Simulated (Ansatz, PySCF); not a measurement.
This Ansatz (an electronic-structure program) input computes a PBE0/def2-TZVPD energy:

Ansatz 0.2 input:
```yaml
crystal:
  periodic: [false, false, false]
  atoms:
    - {symbol: Al, position_ang: [-0.00000000, -0.00000000, -1.37767460]}
    - {symbol: Al, position_ang: [0.00000000, 0.00000000, 1.37767460]}
basis:
  gaussian:
    orbitals: def2-TZVPD
hamiltonian:
  xc: {name: PBE0}
magnetization: {spin_polarized: true, initial_magnetization: 2}
output: {forces: true}
```

Task: Write an input for the same energy in PySCF and say what it gives.

Result: 
```python
from pyscf import gto, scf, dft

mol = gto.M(
    atom='''
    Al   -0.00000000   -0.00000000   -1.37767460
    Al    0.00000000    0.00000000    1.37767460
    ''',
    basis='def2-tzvpd',
    charge=0,
    spin=2,
    symmetry='D2h',
    verbose=4,
)

mf = dft.UKS(mol, xc='pbe0').density_fit(auxbasis='def2-universal-jkfit')
mf.grids.level = 3
mf.conv_tol = 1e-9
mf.max_cycle = 100
mf.max_memory = 1500
mf.kernel()
if not mf.converged:
    mf = mf.newton()
    mf.kernel(mf.make_rdm1())
mf.analyze()
```
It gives -484.55488 Eh, and Ansatz -484.55485 Eh, a difference of 0.03 mEh, from the treatment of integrals and grids.
